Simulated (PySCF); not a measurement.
**Excitation energy of Os²⁺ by level of theory**

Os²⁺ [Xe] 4f14 5d6 (5D) → Os²⁺ [Xe] 4f14 5d5 6p1 (7P), as a difference of total energies. Calculation: PySCF 2.14, in def2-TZVPPD with the def2 core potential (60 electrons) (6s5p3d2f1g, 59 functions); a scalar-relativistic core potential. Correlated levels: valence: 5s2 5p6 frozen; valence and next inner shell: nothing frozen outside the core potential. The calculations carry no spin-orbit coupling.

```csv
method,excitation energy (eV)
UHF,7.735
LDA,8.505
PBE,8.466
PBE0,8.537
r2SCAN,8.225
revPBE,8.503
LC-wPBE,8.716
B97-3,9.013
TPSS,8.550
MP2 (valence),8.505
SCS-MP2 (valence),8.989
MP2 (valence and next inner shell),8.358
SCS-MP2 (valence and next inner shell),8.639
```

How much does correlation contribute at MP2 (valence and next inner shell)?

8.358 − (7.735) = 0.623 eV, measured against UHF.
